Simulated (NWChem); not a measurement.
SnH$_{4}$S; SMILES [SH][SnH3]

Program: NWChem. Coordinates come from a PBE-D3(BJ)/def2-SVP optimisation. def2 effective core potentials on Sn; no spin-orbit coupling. Ions are spin-unrestricted doublets at the neutral geometry; other ion states weren't tried.

For level CAM-B3LYP/def2-SVP:

- vertical ionisation energy, ΔSCF (eV): 9.43
- −ε(HOMO) (eV): 8.35

Q: Estimate the same quantities for level PBE/def2-SVP.

A: The vertical ionisation energy, ΔSCF (eV) comes out as 9.23 and the −ε(HOMO) (eV) is 5.82.
